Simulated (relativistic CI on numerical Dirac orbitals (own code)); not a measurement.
**What each ingredient does to the levels of Mo²⁸⁺**

Base calculation: Dirac-Coulomb-Breit CI, KLI orbitals optimised for each configuration, a model potential for QED, unscaled Slater integrals.

Configurations in the expansion (outside the closed core [Ne]): 3s²3p², 3s3p³, 3s²3p3d, 3p⁴, 3s3p²3d, 3p³3d, 3s3p3d², 3s²3d4p, 3p³4s, 3s3p3d4s, 3p³4p, 3s²3p4s, 3s²3p4p, 3s²3p4d, 3p²3d4p, 3s3p²4s, 3s²3p4f, 3s3p²4p, 3s3p²4d, 3s3p²4f, 3s²3p5s, 3s²3p5p, 3s²4s4p, 3s²3p5d, 3s²3p5f, 3s²3p5g, 3s3p4s², 3s3p²5s, 3s²3d², 3s3d³, 3p²3d², 3p3d³, 3p3d²4s, 3p3d²4p, 3p3d²4d, 3s²3d4s, 3s3d²4s, 3s3p3d4p, 3s3d²4p, 3s3d4s4p, 3s3d4p², 3s3d4p4d, 3p²3d4s, 3p3d4s², 3p3d4s4p, 3p3d4s4d, 3s²4s², 3s3d4s², 3s²4p², 3s3p4s4p, 3s4s²4p, 3s4s4p², 3s4s4p4d. Double excitations out of closed p, d and f shells are left out; levels of such configurations are missing from the list, as are those of other unlisted configurations, and high levels can miss mixing partners. These lack a partner that the ground configuration has and come out too high: 3s3p²4d, 3s3p²4f, 3s3p²5s, 3s²3p4f, 3s²3p5s.

The lowest level and the first level of each name with at least 55 % of one term (blank where a level has no safe partner in the second run):

| Level | Base (cm⁻¹) | Shift (cm⁻¹) |
| --- | --- | --- |
| 3s²3p² ³P0 | 0 | 0 |
| 3s²3p² ³P1 | 160632 | +3 |
| 3s²3p² ¹S0 | 471028 | +32 |
| 3s3p³ ⁵S°2 | 694959 | +1762 |
| 3s3p³ ³D°1 | 820232 | +1735 |
| 3s3p³ ³D°2 | 867249 | +1731 |
| 3s3p³ ³D°3 | 920110 | +1731 |
| 3s3p³ ³P°0 | 1000037 | +1746 |
| 3s3p³ ³P°1 | 1019613 | +1741 |
| 3s²3p3d ³F°2 | 1070210 | +1551 |
| 3s²3p3d ³F°3 | 1123695 | +1411 |
| 3s²3p3d ³F°4 | 1263942 | +1403 |
| 3s²3p3d ³P°0 | 1336175 | +1447 |
| 3s²3p3d ³D°3 | 1337835 | +1442 |

At this charge energies of transitions that change n are usually good to better than 1 %, and those within a shell (Δn = 0) to a few per cent.

Problem. One thing was changed in a second run, which moved the levels as shown. Which?
A. Breit term removed
B. P86 correlation estimate
C. configuration mixing switched off
D. one mean potential for all configurations
E. QED terms removed

Solution. B. P86 correlation estimate. A correlation estimate moves all levels of a configuration together before mixing; mixed levels move by a weighted share.

LS names give the leading component of a level, which can be under half, so a name can repeat, a term be missing and a line seem to break the LS rules.
